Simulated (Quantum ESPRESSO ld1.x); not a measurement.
Q: Cs4+, configuration [Kr] 4d10 5s2 5p3 (the NIST ground configuration). All-electron calculation, scalar-relativistic Kohn-Sham, PW91, spin-unpolarised, spherical densities, point nucleus. Program: ld1.x of Quantum ESPRESSO 7.5. Some entries of the table are withheld. Estimate them.

orbital  occ.  eigenvalue (eV)  <1/r> (bohr^-1)  <r> (bohr)
1s          2       -35848.833            59.40     0.02611
2s          2        -5660.600              (1)      0.1121
2p          6        -5082.661              (2)         (3)
3s          2        -1211.567              (4)      0.2990
3p          6        -1025.589            4.668      0.2970
3d         10         -752.556            4.424      0.2735
4s          2         -263.742            2.020      0.6940
4p          6         -204.208            1.858         (5)
4d         10         -117.453            1.592      0.8315
5s          2          -66.111           0.8043       1.637
5p          3          -51.002           0.7023         (6)

A: 
(1) 2s <1/r> (bohr^-1): 13.65
(2) 2p <1/r> (bohr^-1): 13.00
(3) 2p <r> (bohr): 0.09820
(4) 3s <1/r> (bohr^-1): 4.917
(5) 4p <r> (bohr): 0.7382
(6) 5p <r> (bohr): 1.854
